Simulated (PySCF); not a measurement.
Species: C8H9O (doublet state).
Z-matrix (Å and degrees, GFN2-xTB geometry), rows numbered from 1:
```
C 
C   1  1.3820
C   2  1.3806  1  120.68
C   2  1.4760  1  119.63  3   178.75
C   4  1.3320  2  121.10  1    34.56
O   5  1.3635  4  125.95  2  -177.24
C   6  1.3642  5  115.69  4     6.69
C   7  1.3231  6  124.69  5    -7.21
C   8  1.5025  7  122.24  6    -2.02
H   1  1.0751  2  120.44  3     1.75
H   1  1.0732  2  122.07  3  -176.64
H   3  1.0751  2  120.41  1    -0.69
H   3  1.0731  2  122.41  1  -179.31
H   5  1.0796  4  123.32  2     2.85
H   7  1.0794  6  111.07  5   172.03
H   8  1.0777  7  120.03  6   179.06
H   9  1.0966  4  109.95  2    47.49
H   9  1.0986  4  110.43  2   -70.14
```

The hyperfine couplings belong to this conformer and change with its torsions.

As a line formula: `[CH2]C(=C)C1=COC=CC1` [radical].

The calculation used UKS B3LYP, pcH-1 on C H O, non-relativistic, mean-field spin-orbit, GIAO in PySCF 2.14.0. Geometry: GFN2-xTB, one conformer, isolated molecule. Couplings are sensitive to structure, and on GFN2-xTB geometries they can be far from those on DFT ones. The frame is twisted about the C2–C4 bond at this geometry (dihedral C3–C2–C4–C9 = 33°); couplings at other torsion angles weren't computed. The SCF solution wasn't tested for stability. ⟨S²⟩ is 0.782 where a pure state has 0.75.

Task: Predict the first-order ENDOR lines of H11, H13, H10, H12, H14 and H17/H18 under fast tumbling at B = 349.6 mT (X band).

Result: For S = 1/2 in fast tumbling each set of equivalent nuclei gives two lines, ν± = |νn ± a/2| to first order, with νn = g_N μN B/h and μN/h = 7.62259 MHz/T.

```
 nuclei  isotope     g_N  νn (MHz)  a_iso (MHz)  lower line (MHz)  upper line (MHz)
    H11       1H  5.5857     14.89       -43.51              6.87             36.64
    H13       1H  5.5857     14.89       -41.90              6.07             35.84
    H10       1H  5.5857     14.89       -41.28              5.75             35.52
    H12       1H  5.5857     14.89       -39.91              5.07             34.84
    H14       1H  5.5857     14.89         4.20             12.78             16.99
H17/H18       1H  5.5857     14.89         2.97             13.40             16.37
```

Task: Which pairs are centred on the nuclear Larmor frequency, and which on half the coupling?

Result: Centred on νn, since |a| < 2νn: H14 and H17/H18. Centred on |a|/2 and split by 2νn: H11, H13, H10 and H12.

Task: At what field would the lower line of H10 fall to zero frequency?

Result: Where νn = |a|/2, that is B = 20.64 MHz/(5.5857 × 7.62259 MHz/T) = 485 mT, as far as first order holds there.

Nuclei that the bonding pattern makes equivalent are averaged, as if the motion that swaps them (rotation, inversion, ring flip) were fast. H10 and H11 aren't averaged: C1 is flat or nearly so (angle sum 360°), and its turn about the short C1–C2 bond (1.38 Å) is taken as slow.

The largest Mulliken spin populations are on C1 (+0.71), C3 (+0.68) and C2 (-0.26). The positive populations add up to 1.44 and the negative ones to -0.44, together 2S = 1. The angles at C1 add up to 360.0°, so it is planar; its axial dipolar tensor and the negative couplings of its protons fit spin in a p orbital normal to that plane.
